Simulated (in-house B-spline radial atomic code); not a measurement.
## RPA and G0W0 on Hartree-Fock: the lithium ion Li⁺

Configuration 1s2, mean-field start Hartree-Fock. Computed with a B-spline radial code for spherical atoms: all electrons, non-relativistic, point nucleus, each spin shell either full or empty, empty states to l = 9 with an (l + 1/2)⁻⁴ tail; G0W0 by contour deformation at full frequency.

Command:
```bash
python run_gw.py task.json out
```
Settings (radii: box in bohr, nucleus in fm):
```
Z                        3
electrons                2
configuration            1s2
hamiltonian              nr
method                   hf
lmax                     9
spin_polarised           False
box_radius               23.78
intervals                44
ion_configuration        1s1
```

Cost of the run: 0.9 s on 1 thread of Arm Neoverse N1 (shared host).

Energies (hartree):

```json
{"term": "mean-field total", "value": "-7.23642"}
{"term": "Hartree-Fock functional on these orbitals", "value": "-7.23642"}
{"term": "direct second order", "value": "-0.080401"}
{"term": "second-order exchange", "value": "0.040201"}
{"term": "SOSEX correction", "value": "0.037304"}
```

Task: What is the RPA correlation energy, and what remains with SOSEX?

Result: RPA gives -0.074608 hartree (-1.02 eV per electron); RPA + SOSEX gives -0.037304, and the second-order doubles (MP2) -0.0402 hartree. SOSEX takes back 50 % of the RPA value, the self-correlation of each of the two electrons.

Quasi-particle levels (eV):

```
level  occupied  mean field  Σx - vxc     Σc  QP weight    G0W0
   1s       yes      -75.98      0.00      ?          ?       ?
   2s        no      -5.342      0.00  -0.05      0.999  -5.395
```

G0W0 = mean field + (Σx - vxc) + Σc, with Σc (partial-wave tail included) taken at the quasi-particle energy.

Task: Where does G0W0 put 1s?

Result: At -75.73 eV, with Σc = 0.26 eV and a quasi-particle weight of 0.978. The tabulated removal energy is 75.640 eV (NIST, tabulated theory).

Task: What does it cost to remove one electron (to 1s1) by differences of total energies, each species on its own start (correlation terms add to the Hartree-Fock functional)?

Result: Hartree-Fock functional 74.46 eV, + RPA 75.96 eV, + RPA + SOSEX 75.48 eV, + second order 75.56 eV. Tabulated: 75.640 eV (NIST, tabulated theory).
